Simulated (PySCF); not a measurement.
**Pb (lead, neutral) across methods**

[Xe] 4f14 5d10 6s1 6p3, high-spin 5S determinant (an excited configuration). Calculation: PySCF 2.14, in aug-cc-pVTZ-PP with one added diffuse shell each of d, f type with ECP60MDF (6s5p5d3f, 67 functions); a scalar-relativistic core potential.

```tsv
method	E (hartree)	mean ε 5d β (eV)	mean ε 6s α (eV)	mean ε 6p α (eV)	Σ⟨r²⟩ (bohr²)	⟨S²⟩
wB97X	-192.6045	-26.810	-18.014	-7.643	67.79	6.003
revPBE	-192.6666	-21.959	-13.679	-4.861	68.16	6.003
PBE0	-192.5965	-24.223	-15.448	-5.857	67.69	6.004
LC-wPBE	-192.6367	-26.854	-18.903	-8.292	66.94	6.005
M06-L	-192.6824	-22.729	-13.559	-4.591	68.72	6.003
PBE	-192.6088	-22.009	-13.728	-4.890	68.25	6.003
LDA	-192.3019	-22.101	-13.945	-4.993	68.22	6.002
UHF	-191.66326	-30.011	-19.839	-8.342	68.02	6.010
```

Question: Estimate the same row for r2SCAN.

Answer: E (hartree) = -192.6897; mean ε 5d β (eV) = -22.519; mean ε 6s α (eV) = -14.449; mean ε 6p α (eV) = -5.226; Σ⟨r²⟩ (bohr²) = 67.25; ⟨S²⟩ = 6.006.

Energies and moments cover only the electrons outside the core potential. Spin-orbit coupling, which splits the p, d and f shells strongly at this Z, is absent. Spin-orbit coupling is strong in this species (close to jj coupling), so the high-spin LS determinant is a model state, not a physical level.
